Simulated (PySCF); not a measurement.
Si(F)2(Me)2 (C2H6F2Si), SMILES C[Si](C)(F)F. Geometry optimised at PBE-D3(BJ)/def2-SVP.

The numbers are results of PBE-D3(BJ)/def2-SVP (PySCF), not measurements.

Harmonic wavenumbers (cm⁻¹): 123, 138, 184, 195, 235, 301, 307, 623, 673, 719, 763, 777, 803, 890, 935, 1229, 1230, 1372, 1375, 1383, 1385, 2982, 2983, 3081, 3083, 3087, 3087. Rotational constants (GHz): 3.621, 3.359, 3.281; symmetry number 2.

**Question.** Work out the zero-point energy and the ideal-gas rigid-rotor harmonic-oscillator thermochemistry at 298.15 K and 1 atm.

**Answer.** ZPE = ½ Σ hcν = ½ × 33942 cm⁻¹ = 48.52 kcal/mol. H − E(el) = 53.81 kcal/mol. Entropy in cal/(mol K): translation 39.60, rotation 25.11, vibration 17.11, total 81.82. G − E(el) = 29.41 kcal/mol. Cp = 27.13 cal/(mol K). Modes under 150 cm⁻¹ make the vibrational entropy uncertain.
